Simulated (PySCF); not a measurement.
# Worked example: entropy of an ideal gas

F3Ge, SMILES [F][Ge]([F])[F] (connectivity only; charge and spin as stated), charge +1, multiplicity 1.

Geometry optimised at PBE0-D3(BJ)/def2-SVP. The spin state was assumed, not searched. The isomer is the one that the SMILES or the coordinates give; other isomers of the formula were not compared.

PBE0-D3(BJ)/def2-SVP (PySCF) gives the harmonic wavenumbers 212, 212, 218, 761, 892, 892 cm⁻¹ and the rotational temperatures 0.3085, 0.3085, 0.1543 K. The molar mass is 129.63 g/mol, the symmetry number 6, the spin multiplicity 1.

Problem. Work out the entropy at 298.15 K and 1 atm in the rigid-rotor, harmonic-oscillator model.

Solution. 
Translation (Sackur–Tetrode at 1 atm): S = R[1.5 ln M + 2.5 ln T − 1.16487] = 169.4 J/(mol K).
Rotation: q = (√π/σ) T^1.5/√(θA θB θC) = 12500, S = R[ln q + 3/2] = 90.9 J/(mol K).
Vibration: with u = 1.4388 ν/T, each mode gives R[u/(e^u − 1) − ln(1 − e^−u)]:
```csv
ν (cm⁻¹),modes,u,S (J/(mol K))
212,2,1.02,16.96
218,1,1.05,8.27
761,1,3.67,1.01
892,2,4.30,1.21
```
These are all the modes. Sum 27.4 J/(mol K).
Spin: R ln 1 = 0.0 J/(mol K).
Total 287.8 J/(mol K); the program's own thermochemistry gives 287.8. Translation makes up 59 % and vibration 10 %. Anharmonicity, hindered rotation and orbital degeneracy are left out.
